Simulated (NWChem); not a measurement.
Species: CaCl$_{2}$; SMILES [Cl][Ca][Cl]

All runs: NWChem. Each level has its own optimisation; frequencies are unscaled.

```tsv
level	r Ca–Cl (Å)	highest harmonic frequency (cm⁻¹)	lowest (cm⁻¹)	zero-point energy (kcal/mol)	dipole (D)
Hartree-Fock/STO-3G	2.557	485	71	1.3	0.00
BLYP/def2-SVP	2.457	434	49	1.1	2.90
PBE0/def2-SVP	2.445	446	41	1.1	2.22
```
